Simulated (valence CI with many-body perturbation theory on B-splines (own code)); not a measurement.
**Dy27+: M1 decay**

Level of theory: configuration interaction combined with many-body perturbation theory (CI+MBPT): three valence electrons over a frozen Dirac-Fock core [Kr], radial functions for each j: 9 s, 9 p, 10 d, 8 f, 5 g, 3 h, 1 i, with the one-electron correlation potential Σ1, the two-electron term Σ2, the three-electron term Σ3, Breit, model QED; selected CI, second order for the rest (own B-spline code, finite nucleus).

No measured spectrum was set against this ion. As an estimate, large intervals hold to a few tenths of a per cent, small ones and those within an open d or f shell to about a per cent. Only levels of the ground parity were solved; by the run's estimate the other parity begins above the list, which can be wrong where configurations are misplaced.

Lines 51 to 66 of 66 in falling wavelength, among levels below 302250 cm⁻¹, chosen from the decays that carry over 1 % of a level's rate. Wavelengths and rates use the calculated energies. S is in atomic units (e²a₀⁴ for E2 and M2, e²a₀⁶ for E3), for M1 in squared Bohr magnetons. Weak lines are less certain than strong ones. Lines between different terms over intervals too small for the method are left out, as are lines whose strength nearly cancels. The highest levels of a list are the least certain.

Levels are named by their leading jj configuration (3d3/2^4 stands for four electrons in 3d with j = 3/2), which in mixed levels can hold well under half, so a name can repeat and another be missing. Letters in brackets count levels of one name in rising energy.

```tsv
λ vac (nm)	Upper	Lower	Type	A (s⁻¹)	S (a.u.)
75.82	(4d3/2 4d5/2^2) J=5/2 [b]	(4d3/2^2 4d5/2) J=5/2 [a]	M1	3.28e+02	3.18e-02
71.90	(4d3/2 4d5/2^2) J=7/2 [b]	(4d3/2^2 4d5/2) J=5/2 [a]	M1	4.74e+02	5.23e-02
71.38	(4d5/2^3) J=3/2	(4d3/2^2 4d5/2) J=5/2 [b]	M1	2.17e+02	1.17e-02
67.95	(4d5/2^3) J=9/2	(4d3/2^2 4d5/2) J=7/2	M1	2.83e+02	3.29e-02
65.78	(4d5/2^3) J=5/2	(4d3/2 4d5/2^2) J=7/2 [a]	M1	3.98e+03	2.52e-01
64.85	(4d3/2 4d5/2^2) J=3/2 [b]	(4d3/2^2 4d5/2) J=3/2	M1	1.41e+03	5.69e-02
62.68	(4d3/2 4d5/2^2) J=3/2 [a]	(4d3/2^3) J=3/2	M1	5.31e+02	1.94e-02
62.30	(4d5/2^3) J=5/2	(4d3/2^2 4d5/2) J=5/2 [b]	M1	1.90e+03	1.02e-01
60.13	(4d3/2 4d5/2^2) J=1/2	(4d3/2^3) J=3/2	M1	1.49e+02	2.40e-03
57.93	(4d3/2 4d5/2^2) J=3/2 [b]	(4d3/2^2 4d5/2) J=5/2 [a]	M1	2.91e+03	8.39e-02
56.25	(4d3/2 4d5/2^2) J=5/2 [a]	(4d3/2^3) J=3/2	M1	3.67e+02	1.45e-02
54.38	(4d5/2^3) J=3/2	(4d3/2^2 4d5/2) J=1/2	M1	3.54e+02	8.44e-03
53.12	(4d3/2 4d5/2^2) J=5/2 [b]	(4d3/2^3) J=3/2	M1	1.44e+02	4.80e-03
51.17	(4d5/2^3) J=3/2	(4d3/2^2 4d5/2) J=3/2	M1	5.99e+02	1.19e-02
47.28	(4d5/2^3) J=5/2	(4d3/2^2 4d5/2) J=7/2	M1	3.83e+02	9.01e-03
46.76	(4d5/2^3) J=3/2	(4d3/2^2 4d5/2) J=5/2 [a]	M1	4.69e+02	7.11e-03
```
